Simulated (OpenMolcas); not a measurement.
## What triplet GeSiNH7 costs in OpenMolcas

GeSiNH7: 10 atoms, total charge 0, spin state triplet. As SMILES of the parent species, `[SiH3][NH][GeH3]`. The shape is that of a PBE0-D4/def2-TZVP optimisation. That shape belongs to the parent species and isn't relaxed for this state.

```xyz
10

Si   -1.1468    0.5222   -0.9456
N     0.4614    0.3191   -0.3757
Ge    1.0201   -0.6758    1.0662
H    -1.9237   -0.6685   -0.5129
H    -1.1602    0.6272   -2.4305
H    -1.8355    1.7358   -0.4161
H     1.1591    0.9529   -0.7365
H    -0.0189   -1.7874    1.2624
H     1.1199    0.1804    2.3456
H     2.4078   -1.2572    0.7459
```

Program: OpenMolcas 26.06. Hardware: 1 thread of Intel Xeon Platinum 8259CL at 2.50GHz (Skylake/Cascade Lake), shared host, so times are rough. Two-electron integrals are exact unless an approximation is named.

Question: Estimate their order by wall time, quickest first.
A. energy at ROMP2/def2-SVP, 15 core orbitals frozen
B. energy at UPBE0/def2-SVP, grid UltraFine
C. energy at UHF/STO-3G

Answer: C (3.3 s), A (33 s), B (91 s).
